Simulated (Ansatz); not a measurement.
The lowest singlet and triplet of AlH (SMILES [AlH]); geometries from B3LYP-D3(BJ)/def2-TZVP, each state relaxed from the structure named, with no frequency check.
Singlet (charge 0, multiplicity 1):
```xyz
2

Al     0.000     0.000    -0.119
H      0.000     0.000     1.543
```
Triplet (charge 0, multiplicity 3):
```xyz
2

Al     0.000     0.000    -0.115
H      0.000     0.000     1.491
```

A positive gap puts the triplet lower; no zero-point energy. R- takes a restricted singlet. The triplet is unrestricted in single-reference levels. Active spaces average the two states.

Correlated levels freeze the cores.

Run with Ansatz (an electronic-structure program) with Gaussian orbitals. Values without a source in brackets are computed.

Task: What is the computed gap E(singlet) − E(triplet), adiabatic (R-BHLYP/def2-TZVPP)?

Result: -1.87 eV
